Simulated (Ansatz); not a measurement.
`F[SiH]1C=N1` + `OC[SiH](F)S` → `O[Si]1(F)C=N1` + `C[SiH](F)S`  (redistribution)

Computed with Ansatz on PBE0-D4/def2-TZVP structures; ΔE is electronic, products minus reactants. CCSD(T)/CBS adds triple-zeta CCSD(T) − MP2 to the extrapolated MP2 energy (def2 sets, frozen cores). Functionals use def2-TZVPP. B3LYP here is the variant with VWN-RPA as its local correlation; programs differ in this. Each species was taken in one conformer, which may not be the lowest.

`F[SiH]1C=N1`:

```xyz
6

F    -1.183    0.317    1.614
Si    0.042    0.326    0.605
C    -0.080   -0.296   -1.030
N     0.461   -1.158   -0.235
H     1.069    1.226    1.137
H    -0.309   -0.416   -2.090
```

`OC[SiH](F)S`:

```xyz
10

O     1.383   -0.871   -0.386
C     0.674    0.322   -0.712
Si   -0.979    0.364    0.183
F    -1.808   -0.878   -0.410
S    -0.652    0.142    2.260
H     0.900   -1.618   -0.751
H     1.298    1.156   -0.383
H     0.543    0.431   -1.797
H    -1.790    1.583   -0.038
H     0.431   -0.629    2.035
```

`O[Si]1(F)C=N1`:

Cartesian coordinates in Å:
```
O 1.530 0.263 0.863
Si 0.453 -0.143 -0.273
F 1.300 -0.865 -1.387
C -1.280 -0.278 -0.146
N -0.906 0.839 -0.712
H 1.211 0.775 1.608
H -2.309 -0.592 0.046
```

`C[SiH](F)S`:

Cartesian coordinates in Å:
```
C -1.157 0.070 -0.060
Si 0.620 -0.232 -0.480
F 1.106 0.973 -1.416
S 1.853 -0.390 1.244
H -1.552 -0.751 0.541
H -1.272 0.998 0.506
H -1.753 0.154 -0.973
H 0.850 -1.491 -1.225
H 1.305 0.670 1.862
```

| level | ΔE (kcal/mol) |
| --- | --- |
| PBE-D4 | -46.4 |
| B3LYP-D4 | -49.4 |
| ωB97X-V | -49.6 |
| B2PLYP | -51.1 |
| PBE0 | -49.3 |
| B3LYP | -49.6 |
| SCS-MP2/def2-QZVPP | -52.6 |
| HF/CBS(def2) | -54.7 |

What does CCSD(T)/CBS give? (Best estimate.)

Ansatz gave: -51.8 kcal/mol. The listed levels differ from it by 5.4, 2.4, 2.2, 0.7, 2.5, 2.2, -0.8, -2.9 kcal/mol.

Largest T1 diagnostic among the species: 0.014.

From PBE to PBE0 (25 % exact exchange), in def2-TZVPP and without D4, ΔE moves by −2.8 kcal/mol. In def2-TZVPP, CCSD(T) changes the Hartree–Fock value by +3.1 kcal/mol (the triples alone add +0.7 kcal/mol) and MP2 by +1.1 kcal/mol.
